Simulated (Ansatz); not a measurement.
A run for Ansatz (a first-principles code): R-wB97M-V/def2-TZVPP on HF (SMILES F).

Ansatz 0.2 input:
```yaml
crystal:
  periodic: [false, false, false]
  atoms:
    - {symbol: F, position_ang: [-0.00000000, 0.00000000, 0.46222970]}
    - {symbol: H, position_ang: [0.00000000, -0.00000000, -0.46222970]}
basis:
  gaussian:
    orbitals: def2-TZVPP
hamiltonian:
  xc: {name: wB97M-V}
scf: {lower_state_search: off}
```

Problem. What total energy does the run end on?

Solution. -100.4607 hartree.
